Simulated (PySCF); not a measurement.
Work out the structure from these simulated measurements.

Elements present: C, H and Si. Monoisotopic mass: 144.0247 u.

* Triplet: lowest triplet excitation (Tamm–Dancoff): 4.61 eV [TDA PBE0/def2-SVPD]
* Dipole: 0.73 D [PBE0/def2-SVPD]
* 13C NMR: chemical shifts (computed TMS as zero) by class: 119.0 (1 C), 114.6 (1 C), 14.3 (1 C), 1.9 (1 C) ppm [GIAO PBE0/pcSseg-1]
* UV, first state: lowest singlet excitation: 5.63 eV (220 nm, f = 0.000) [TDDFT PBE0/def2-SVPD]
* UV, strongest line: among the 6 lowest singlet transitions: S4 at 6.78 eV (183 nm, f = 0.178) [TDDFT PBE0/def2-SVPD]
* Rotational structure: rotational constants A, B, C: 2.510, 0.572, 0.489 GHz [GFN2-xTB]

Electronic properties: PySCF, gas phase, density fitting. Levels stand in brackets. Isolated species at its GFN2-xTB geometry (one conformer only). NMR values are class means; diastereotopic atoms form classes of their own.

Task: Which formula fits the mass and the elements?

Result: C4H12Si3 (calculated 144.0247). No other formula that holds each of these elements comes within 0.0003 u with a fitting electron parity and a possible valence count.

Task: Propose a structure and show how it fits.

Result: Numbering: `[CH3:1][C@H:2]([SiH3:3])[SiH2:4][C:5]#[C:6][SiH3:7]`. Its formula, C4H12Si3, gives 2 degrees of unsaturation: 0 rings and 2 π bonds in the structure found. 4 carbons fall into 4 classes; from least to most shielded: alkyne carbon [C5] (119.0 ppm), alkyne carbon [C6] (114.6 ppm), methyl carbon [C1] (14.3 ppm), sp3 carbon bound to silicon [C2] (1.9 ppm). The optimised geometry has point group C1 and is an asymmetric top. Structure: `C[C@H]([SiH3])[SiH2]C#C[SiH3]`. Computed isomers that give other values at the same levels: `C#C[SiH2][SiH2][C@@H](C)[SiH3]` (13C chemical shifts (computed TMS as zero) by class: 106.9 (1 C), 85.4 (1 C), 17.8 (1 C), -0.5 (1 C) ppm); `[SiH3]C#C[SiH2]CC[SiH3]` (rotational constant A: 1.928 GHz; this holds for the one conformer computed); `CC1=C[Si@H]([SiH3])C[SiH2]1` (13C chemical shifts (computed TMS as zero) by class: 171.3 (1 C), 151.2 (1 C), 28.5 (1 C), -14.2 (1 C) ppm). The assignments are read from this structure; whether some other isomer fits the data as well wasn't checked. The mirror image fits equally.

Shape of the structure used: `[CH3:1][C@H:2]([SiH3:3])[SiH2:4][C:5]#[C:6][SiH3:7]`: C1–C2–Si4–C5 -176°.
